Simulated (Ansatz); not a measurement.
`O[B](Cl)[GaH2]` + `BS` → `BSB(O)Cl` + `[GaH3]` at 700 K and 1 bar (cleavage of the B–Ga bond).

Computed with Ansatz on PBE0-D4/def2-TZVP structures; ΔE is electronic, products minus reactants. CBS: MP2 limit from def2 TZ/QZ plus the TZ coupled-cluster correction, frozen cores. This one scheme is used for every species. For Ga outer-core shells are correlated without core-valence functions, which leaves a few kJ/mol of doubt a bond. Scalar relativity is left out up to krypton. Each species was taken in one conformer, which may not be the lowest.

```csv
species,CCSD(T)/CBS energy (Eh),H − E (kJ/mol),S (J/(mol·K))
`O[B](Cl)[GaH2]`,-2485.55917,150.8,430.3
`BS`,-424.38198,115.9,297.3
`BSB(O)Cl`,-984.25247,182.7,439.4
`[GaH3]`,-1925.70545,80.8,262.3
```

H − E and S are ideal-gas, rigid-rotor, harmonic terms from PBE0-D4/def2-TZVP, for one conformer and one mirror image of each species. 1 Eh = 2625.50 kJ/mol, R = 8.31446 J/(mol·K).

Task: By hand: ΔE, ΔH, ΔS and ΔG.

Result: ΔE = (-984.25247) + (-1925.70545) − (-2485.55917) − (-424.38198) = -0.01677 Eh = -44.0 kJ/mol. Δ(H − E) = 182.7 + 80.8 − 150.8 − 115.9 = -3.2, so ΔH = -47.2 kJ/mol. ΔS = 439.4 + 262.3 − 430.3 − 297.3 = -25.9 J/(mol·K). ΔG = -47.2 − 700 × (-25.9)/1000 = -29.1 kJ/mol.

Task: By hand: the equilibrium constant, and the temperature at which ΔG would vanish if ΔH and ΔS stayed fixed.

Result: log₁₀ K = −ΔG/(RT ln 10) = 2.2. ΔG = 0 at ΔH/ΔS = 1822 K.

TΔS isn't small against ΔH here. A doubt of 5 kJ/mol in ΔE shifts log₁₀ K by 0.4 here. Other conformers and mirror images would add mixing entropy, several J/(mol·K) or more a flexible species. Modes under 60 cm⁻¹, often nearly free rotors, make the harmonic entropy too high. These are equilibria of isolated gas molecules and say nothing of rates. Largest T1 diagnostic: 0.015 (customary marks: 0.02 for closed shells, 0.045 for open ones).
